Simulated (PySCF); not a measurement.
## Magnetisability: 1-phenyl-1-propyne, C9H8

Geometry (Å), atoms numbered from 1 in this order:
```xyz
17

C     3.747   -0.799   -0.105
C     2.340   -0.498    0.035
C     1.170   -0.249    0.152
C    -0.208    0.045    0.292
C    -0.665    1.357    0.159
C    -2.010    1.638    0.298
C    -2.913    0.622    0.568
C    -2.464   -0.682    0.701
C    -1.121   -0.974    0.565
H     4.203   -0.911    0.879
H     4.252    0.007   -0.637
H     3.877   -1.727   -0.661
H     0.043    2.145   -0.052
H    -2.359    2.656    0.194
H    -3.964    0.847    0.673
H    -3.167   -1.476    0.911
H    -0.766   -1.989    0.669
```

Computed, not measured: PySCF 2.14.0, GIAO HF/pcSseg-1 magnetisability, rotational g tensor and spin-rotation constants, non-relativistic, gas phase. Geometry: GFN2-xTB.

How diamagnetic is it, and how anisotropic?

Isotropic -1452 × 10⁻³⁰ J/T², or -87.4 × 10⁻⁶ cm³/mol; principal values -2104, -1214, -1038 × 10⁻³⁰ J/T², anisotropy 989 × 10⁻³⁰ J/T² (root of half the summed squared differences of the principal values). The susceptibility is in cgs units.

Split it along the inertial axes a, b, c into diamagnetic and paramagnetic parts about the centre of mass, with the quadrupole moment.


| axis | χ (10⁻⁶ cm³/mol) | diamagnetic (10⁻⁶ cm³/mol) | paramagnetic (10⁻⁶ cm³/mol) | summed x² of all electrons (Å²) | quadrupole Θ (D Å) |
| --- | --- | --- | --- | --- | --- |
| a | -73.1 | -333.4 | 260.3 | 353.1 | +12.76 |
| b | -62.5 | -1556.5 | 1494.0 | 64.8 | +0.80 |
| c | -126.7 | -1772.6 | 1646.0 | 13.8 | -13.56 |

Anisotropies 2χaa − χbb − χcc = +43.0 and 2χbb − χaa − χcc = +74.7 × 10⁻⁶ cm³/mol. Θ is traceless in Buckingham's convention.

And the rotational g tensor?


```tsv
axis	rotational constant (GHz)	g	nuclear part	electronic part
a	5.5580	-0.0585	0.6212	-0.6797
b	0.8375	-0.0102	0.5776	-0.5878
c	0.7311	+0.0160	0.5814	-0.5654
```
Asymmetric top; isotopes 12C, 1H; no vibrational averaging.
